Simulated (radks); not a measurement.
Q: La+, configuration [Kr] 4d10 5s1 5p6 5d2 6s1 (not the ground configuration). Method: Dirac Kohn-Sham, PBE, spin-unpolarised, spherical densities, finite nucleus; open shells are shared between the two j in proportion to 2j + 1; Fermi nuclear charge, rms radius 4.855 fm; computed with a radial shooting solver on a logarithmic mesh with Libxc functionals. Some entries of the table are withheld. Estimate them.

orbital,occ.,eigenvalue (eV),<r^2> (bohr^2)
1s1/2,2,-38725.85,0.0008538
2s1/2,2,-6170.759,0.01356
2p1/2,2,-5820.458,0.009960
2p3/2,4,-5407.327,0.01123
3s1/2,2,-1327.727,0.09284
3p1/2,2,-1179.993,(1)
3p3/2,4,-1099.472,(2)
3d3/2,4,-840.6447,0.07845
3d5/2,6,-823.4189,0.08062
4s1/2,2,-275.9498,0.4825
4p1/2,2,-221.5636,0.5169
4p3/2,4,-204.4175,0.5585
4d3/2,4,-115.1994,0.6704
4d5/2,6,-112.2155,0.6871
5s1/2,1,-47.1487,2.662
5p1/2,2,-32.1026,3.334
5p3/2,4,-29.4700,3.631
5d3/2,0.8,-9.8109,7.803
5d5/2,1.2,-9.5632,8.054
6s1/2,1,-8.7838,(3)
6p1/2,0,-5.8405,25.44
6p3/2,0,-5.5383,27.44

A: 
(1) 3p1/2 <r^2> (bohr^2): 0.08768
(2) 3p3/2 <r^2> (bohr^2): 0.09531
(3) 6s1/2 <r^2> (bohr^2): 17.24
